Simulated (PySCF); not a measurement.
PbHBr, SMILES [PbH][Br] (connectivity only; charge and spin as stated), neutral, multiplicity 1. Heavy atoms are numbered as in [PbH:1][Br:3]. Hydrogens are named by the atom that carries them.

Geometry: PBE0-D3(BJ)/def2-TZVP. The def2 effective core potentials stand for the cores of Pb; spin–orbit coupling is left out.

Method: M06-2X/def2-TZVPD (PySCF).

Mulliken values depend strongly on the basis, most of all with diffuse functions as here. ESP charges are fitted to the potential on shells at 1.4 to 2.0 van der Waals radii. Atomic charges (e), one atom of each kind:

```
atom       Mulliken  ESP fit
---------  --------  -------
Pb1 (PbH)      0.47      ___
H on Pb1      -0.07      ___
Br3           -0.40      ___
```

**Question.** Fill in the missing entries. (An estimate is asked for; the answer gives what the named calculation found.)

**Answer.** 
- Pb1 (PbH), ESP fit: 0.49
- H on Pb1, ESP fit: -0.16
- Br3, ESP fit: -0.33
